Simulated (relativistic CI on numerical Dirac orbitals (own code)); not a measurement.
Zr3+: resonant inelastic scattering at the L2,3 edge

Computed with this model: Dirac-Coulomb-Breit CI, KLI orbitals optimised for each configuration, model QED, valence Slater integrals scaled by 0.9, Kramers-Heisenberg scattering through one core-hole configuration in a parametric crystal field; configurations [Kr] 4d → [He] 2s2 2p5 3s2 3p6 3d10 4s2 4p6 4d2; 10 K; core-hole width 2.4 eV; summed over polarisations. Incident energies are the highest absorption maxima for each field (at most a few, so the weaker spin-orbit partner edge can be absent), on the computed scale of the free ion. Intensities are in per cent of the strongest line above 0.02 eV; levels within 1 cm⁻¹ are merged; final levels count from the ground level, the first row holds all elastic scattering, lines under 0.4 are left out and each table stops after 24 rows. The scale of the Slater integrals is a model choice and moves the terms in proportion.

Field parameters in Wybourne normalisation: D3d B²₀ = −7Dσ, B⁴₀ = −14Dq − 21Dτ, B⁴₃ = −14√(10/7) Dq; Oh B⁴₀ = 21Dq, B⁴₄ = √(5/14) B⁴₀. The field is a parameter set, without covalency.

S is read from ⟨S²⟩ = S(S + 1).

Oh, 10Dq = 36600 cm⁻¹:

```
Final level (eV)  Degeneracy  Irrep     S  2225.4 eV  2230 eV  2309.4 eV
           0.000           4     Γ8  0.50      753.3    891.7      217.1
           0.084           2     Γ7  0.50       73.6     24.9       10.6
           4.567           4     Γ8  0.50        7.1    100.0        5.2
```

D3d, 10Dq = 44700, Dσ = -120, Dτ = 430 cm⁻¹:

| Final level (eV) | Degeneracy | Irrep | S | 2224.9 eV | 2230.7 eV | 2309.1 eV |
| --- | --- | --- | --- | --- | --- | --- |
| 0.000 | 2 | Γ4 | 0.50 | 1292.3 | 1260.8 | 312.7 |
| 0.281 | 2 | Γ5+Γ6 | 0.50 | 67.6 | 35.4 | 78.8 |
| 0.345 | 2 | Γ4 | 0.50 | 99.0 | 36.5 | 18.5 |
| 5.964 | 2 | Γ4 | 0.50 | 4.8 | 83.1 | 2.3 |
| 5.968 | 2 | Γ5+Γ6 | 0.50 | 4.9 | 100.0 | 2.6 |

For the first field the strongest loss at the lowest incident energy is the level at 0.08 eV (S = 0.50, against 0.50 in the thermal ground state).
